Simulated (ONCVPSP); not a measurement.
# Before and after: ONCV potential for Nd (Z = 60)

* Element: Nd
* Generator: ONCVPSP 4.0.1
* Type: optimised norm-conserving Vanderbilt (ONCV)
* Functional: PBE
* Relativity: fully relativistic
* Frozen core: [Kr] 4d10 4f3
* Valence charge: 11
* Reference configuration: 5s2 5p6 5d1 6s2
* Partial waves: 5s+6s: rc 2.45 bohr, ncon 4, nbas 9, qcut 3.9 1/bohr, 2 projectors; 5p: rc 2.45 bohr, ncon 3, nbas 8, qcut 5.5 1/bohr, 1 projector; 5d: rc 2.65 bohr, ncon 3, nbas 6, qcut 3.6 1/bohr, 2 projectors, debl 1.9 Ha
* Local potential: polynomial inside 2.10 bohr (lpopt 5, dvloc0 6 Ha)
* Core correction: Teter function fitted to the true core (icmod 2), fcfact 0.2

Open shells are filled in proportion to 2j + 1.

All-electron outer shells of the reference configuration (PBE, scalar-relativistic, ld1.x):

```json
{"shell": "5s", "level (eV)": "-43.70", "outermost node (bohr)": "0.72", "outermost maximum (bohr)": "1.31"}
{"shell": "5p", "level (eV)": "-24.67", "outermost node (bohr)": "0.77", "outermost maximum (bohr)": "1.48"}
{"shell": "4f", "level (eV)": "-6.90", "outermost node (bohr)": "–", "outermost maximum (bohr)": "0.65"}
{"shell": "6s", "level (eV)": "-3.87", "outermost node (bohr)": "1.74", "outermost maximum (bohr)": "3.60"}
{"shell": "5d", "level (eV)": "-2.92", "outermost node (bohr)": "0.87", "outermost maximum (bohr)": "2.08"}
```

Change: core correction polynomial model core, fcfact 0.7.

Cutoffs: the cutoffs (Ha) at which the residual kinetic energy of the hardest occupied pseudo-wave falls to 1 and 0.1 mHa per electron; they do not see the model core or the augmentation charge, which bear on the density cutoff. Errors are all-electron minus pseudo energies relative to the spin-unpolarised reference configuration.

Task: Predict the effect on cutoff, ghosts and configuration errors.

Result: The potential gets neither clearly harder nor softer (6.2 Ha and 15 Ha → 6.2 Ha and 15 Ha); of the 4 tests that both files solve, the error grows in 3 and shrinks in 0 by more than 15 % and 0.3 meV (median size 9.1 → 20.2 meV); neither file shows a bound ghost. A model core, the more so a compact one, raises the density cutoff, which this test does not measure.

```tsv
quantity	base	changed
cutoff, loose	6.2 Ha	6.2 Ha
cutoff, tight	15 Ha	15 Ha
bound ghosts	none	none
GHOST(+) flags under 300 eV	none	none
error for 5s2 5p6 5d1 6s1, meV [ΔE 6.27 eV]	0.0	-3.1
error for 5s2 5p6 5d1 6s0, meV [ΔE 17.70 eV]	+0.9	-22
error for 5s2 5p6 5d0 6s0, meV [ΔE 37.18 eV]	-33	-83
error for 5s2 5p6 5d1 6s1 6p1, meV [ΔE 2.58 eV]	-17	-19
s: phases at 2.48 bohr within 0.05 rad from the reference energy up to (Ha; the scan ends near 5)	3.7	3.7
p3/2: phases at 2.48 bohr within 0.05 rad from the reference energy up to (Ha; the scan ends near 5)	0.7	0.7
p1/2: phases at 2.48 bohr within 0.05 rad from the reference energy up to (Ha; the scan ends near 5)	0.4	0.4
d5/2: phases at 2.68 bohr within 0.05 rad from the reference energy up to (Ha; the scan ends near 5)	to the end of the scan	to the end of the scan
d3/2: phases at 2.68 bohr within 0.05 rad from the reference energy up to (Ha; the scan ends near 5)	to the end of the scan	to the end of the scan
rms error of d²Exc/dni dnj with the model core, mHa	3.01	1.78
```
